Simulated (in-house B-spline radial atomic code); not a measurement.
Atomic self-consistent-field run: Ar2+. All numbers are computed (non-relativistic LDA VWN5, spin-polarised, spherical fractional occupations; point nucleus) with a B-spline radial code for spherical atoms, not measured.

Command:
```bash
python run_scf.py task.json out
```
Settings:
```
Z                18
configuration    [Ne] 3s2 3p4
hamiltonian      nr
method           lda,vwn
spin_polarised   True
```

Output (hartree, bohr):
```
 radial grid: 47 intervals, B-splines of order 8, outer radius 25.5556 bohr

 iter        energy (Eh)    residual
    1        -521.774863    2.48e-01
    2        -523.725564    1.36e-01
    3        -524.284766    4.10e-02
    4        -524.331946    1.08e-02
    5        -524.334692    5.50e-03
    6        -524.335591    4.64e-04
    7        -524.335595    8.10e-06
    8        -524.335595    8.15e-07
    9        -524.335595    3.85e-08

 total energy                      -524.33560
 kinetic                             523.4284
 electron-nucleus                  -1233.0186
 Hartree                             213.6594
 exchange-correlation                -28.4047

 orbital      occ     eigenvalue          <r>       <r^2>       <1/r>       <r^4>       r_max
 1s up      1.000      -114.9364    0.0864193   0.0100322     17.5011 0.000258515     0.05668
 1s down    1.000      -114.9175     0.086411   0.0100303     17.5026 0.000258423     0.05668
 2s up      1.000       -11.8994     0.417664    0.206997     3.51537    0.076744      0.3414
 2s down    1.000       -11.8793     0.417334     0.20657     3.51656   0.0762685      0.3415
 2p up      3.000        -9.5551     0.377711    0.177328     3.44302   0.0664919      0.2811
 2p down    3.000        -9.5303     0.377433    0.176941     3.44369   0.0660075      0.2813
 3s up      1.000        -1.8817      1.33161     2.03995     1.04492     6.66676       1.152
 3s down    1.000        -1.7949      1.34117     2.07388     1.03845     6.95823       1.153
 3p up      3.000        -1.3396       1.4586     2.48815    0.933393     10.5067       1.225
 3p down    1.000        -1.2579      1.47987     2.57023    0.921766      11.377        1.23
```

Run time, properties included: 0.17 s on 1 thread of Arm Neoverse V2 (shared host).
